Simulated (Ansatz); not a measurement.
## Worked example: CH9NSi2 + NCO → CH8NSi2 + HNCO

Gas-phase species: CH9NSi2 `CN([SiH3])[SiH3]`, singlet; NCO (nco radical) `[N]=C=O`, doublet; CH8NSi2 `CN([SiH2])[SiH3]`, doublet; HNCO (isocyanic acid) `N=C=O`, singlet. A radical takes H: the energy is the difference in strength between the Si–H bond broken and the N–H bond made.

Shapes, held fixed at every level: PBE0-D4/def2-TZVP. Flexible molecules stand in one conformer, not always the lowest. Programs: Ansatz 0.2.0. The zero-point and thermal change to 298 K, harmonic and unscaled (PBE0-D4/def2-TZVP), is +5.6 kJ/mol.

At CCSD(T)/CBS estimate; 1 Eh = 2625.50 kJ/mol:

| species | energy (Eh) |
| --- | --- |
| CH9NSi2 | -676.350369 |
| NCO | -167.831955 |
| CH8NSi2 | -675.697074 |
| HNCO | -168.519947 |

Work out ΔH(298 K) of the reaction at this level.


1. Products less reactants: (-675.697074) + (-168.519947) − [(-676.350369) + (-167.831955)] = -0.034697 Eh = -91.1 kJ/mol.
2. With the thermal change: -91.1 + (+5.6) = -85.5 kJ/mol.

Other levels give -134.5 (SPW92/def2-TZVPP) to -40.2 kJ/mol (HF/def2-TZVPP). No measured value is set beside it here. Spin contamination: NCO (⟨S²⟩ up to 0.84). Open shells run unrestricted. The CBS estimate extrapolates MP2 from def2-TZVPP and def2-QZVPP and adds CCSD(T) − MP2 in the triple-zeta set, cores frozen. The median of the other correlated levels is -77.0 kJ/mol.
